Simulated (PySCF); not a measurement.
The dipole of `BBSC` (CH6B2S) from its density and from atomic charges.

Coordinates (PBE0-D3(BJ)/def2-SVP, Å) and charges (e) from the PBE0/pcSseg-1 density (PySCF):

```json
{"atom": "B1", "x": "-1.548", "y": "-0.492", "z": "0.188", "Mulliken": "-0.0413", "IAO": "-0.0695", "Hirshfeld": "+0.0916", "ESP-fitted": "+0.2440"}
{"atom": "B2", "x": "-0.756", "y": "-0.024", "z": "-1.198", "Mulliken": "-0.0579", "IAO": "-0.2059", "Hirshfeld": "+0.0132", "ESP-fitted": "0.0000"}
{"atom": "S3", "x": "0.964", "y": "0.359", "z": "-1.322", "Mulliken": "-0.1150", "IAO": "+0.1853", "Hirshfeld": "+0.0073", "ESP-fitted": "-0.1541"}
{"atom": "C4", "x": "1.633", "y": "0.133", "z": "0.355", "Mulliken": "-0.4185", "IAO": "-0.5081", "Hirshfeld": "-0.1136", "ESP-fitted": "-0.2894"}
{"atom": "H5", "x": "-1.658", "y": "-1.658", "z": "0.502", "Mulliken": "+0.0354", "IAO": "+0.0317", "Hirshfeld": "-0.0520", "ESP-fitted": "-0.0994"}
{"atom": "H6", "x": "-2.056", "y": "0.313", "z": "0.941", "Mulliken": "+0.0355", "IAO": "+0.0316", "Hirshfeld": "-0.0520", "ESP-fitted": "-0.0991"}
{"atom": "H7", "x": "-1.329", "y": "0.088", "z": "-2.261", "Mulliken": "+0.0759", "IAO": "+0.0530", "Hirshfeld": "-0.0478", "ESP-fitted": "-0.0121"}
{"atom": "H8", "x": "1.510", "y": "-0.907", "z": "0.686", "Mulliken": "+0.1628", "IAO": "+0.1571", "Hirshfeld": "+0.0506", "ESP-fitted": "+0.1287"}
{"atom": "H9", "x": "2.704", "y": "0.370", "z": "0.322", "Mulliken": "+0.1602", "IAO": "+0.1678", "Hirshfeld": "+0.0521", "ESP-fitted": "+0.1523"}
{"atom": "H10", "x": "1.141", "y": "0.813", "z": "1.065", "Mulliken": "+0.1629", "IAO": "+0.1571", "Hirshfeld": "+0.0506", "ESP-fitted": "+0.1291"}
```

What dipole does each set of charges give (1 e·Å = 4.803 D), and what does the density give?

The full density gives (0.64, -0.18, 1.42) D, 1.57 D in size; dipole vectors point from the negative to the positive end.

```tsv
scheme	μx	μy	μz	size (D)	share of the full size (%)	angle to the full dipole (°)
Mulliken	-0.26	-0.35	1.35	1.42	90	35
IAO	1.41	0.23	0.30	1.46	93	56
Hirshfeld	0.97	0.11	0.43	1.06	68	43
ESP-fitted	0.67	-0.18	1.47	1.62	103	0
```

Which set comes closest?

Length of the difference vector: ESP-fitted 0.05 D, Mulliken 0.92 D, Hirshfeld 1.08 D, IAO 1.42 D. Closest: ESP-fitted. 

What is left for the Hirshfeld atoms' own dipoles?

The Hirshfeld atoms' densities add up to the full density, so μ = Σ q r + Σ (atomic dipoles). The atomic dipoles sum to (0.64, -0.18, 1.42) − (0.97, 0.11, 0.43) = (-0.33, -0.29, 0.99) D, 1.08 D in size.

With the origin at the mean of the coordinates, (0.060, -0.100, -0.072) Å, which are the largest single terms, by size, of the IAO dipole along the direction of the full one?

C4 -2.44, B2 +1.35, H9 +1.11, H8 +1.03, H10 +1.03 D; all 10 atoms together +0.83 D. The single terms depend on the origin, their sum doesn't.

Give the size of the full dipole in other units.

1.57 D = 0.618 au = 0.327 e·Å = 5.24 × 10⁻³⁰ C·m.

Geometry: PBE0-D3(BJ)/def2-SVP, one conformer, isolated molecule.

The run behind these numbers computed NMR shieldings as well. The run took 15 s on one thread, Intel Xeon at 2.50 GHz (x86_64), no GPU, shared host, and the process peaked at 0.51 GiB of memory.

Conformer computed: `[BH2:1][BH:2][S:3][CH3:4]`: B1–B2–S3–C4 0°.
